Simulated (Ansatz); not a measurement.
singlet silylene (H₂Si), singlet, at a GFN2-xTB geometry. Base run: HF/aug-cc-pVDZ (Ansatz, a first-principles code).

Geometry (Å):
```xyz
3

Si    -0.0067    -0.0028     0.1228
H      0.0478     1.1317    -0.8341
H      0.0456    -1.0928    -0.8846
```
Charge 0, spin multiplicity 1.
All else is at Ansatz's defaults.
Base energy -290.01811 Eh.

Variants of this job, named by their change:

```csv
change,ΔE vs base (mEh)
base,0.000
lower_state_search = light,0.000
forces = on,-0.004
lower_state_search = off,0.000
lower_state_search = full,0.000
"point_charge = charge:1.0 position_ang:-0.3509, -1.5632, -4.3633",-5.502
fitting.mean_field = cc-pVTZ-JKFIT,0.004
nuclear_model = gaussian,0.174
accuracy = high,-0.004
"point_charge = charge:0.5 position_ang:-0.0335, 0.5901, 3.5871",-11.450
"point_charge = charge:-1.0 position_ang:1.9503, -0.8918, -4.1091",-2.782
```
